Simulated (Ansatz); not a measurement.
BH2 (SMILES [BH2]) moved off its minimum; all values from Ansatz (a quantum-chemistry and plane-wave program), cores frozen in correlated methods. Open shells are unrestricted.
(charge 0, multiplicity 2)
```xyz
3

B     -0.01433     0.24817     0.03205
H     -1.15447    -0.44909     0.04306
H      1.10626    -0.19499    -0.07308
```

Forces at PBE/def2-TZVPP (eV/Å):

```tsv
atom	Fx	Fy	Fz
B1	-1.721	-1.277	-0.002
H2	1.924	1.187	-0.018
H3	-0.203	0.090	0.020
```

Give the forces (eV/Å), the total energy and the dipole at CCSD(T)/aug-cc-pVTZ.


| atom | Fx | Fy | Fz |
|---|---|---|---|
| B1 | -1.701 | -1.417 | -0.015 |
| H2 | 2.101 | 1.272 | -0.021 |
| H3 | -0.400 | 0.145 | 0.036 |
Energy -25.8565 hartree, dipole 0.42 D.
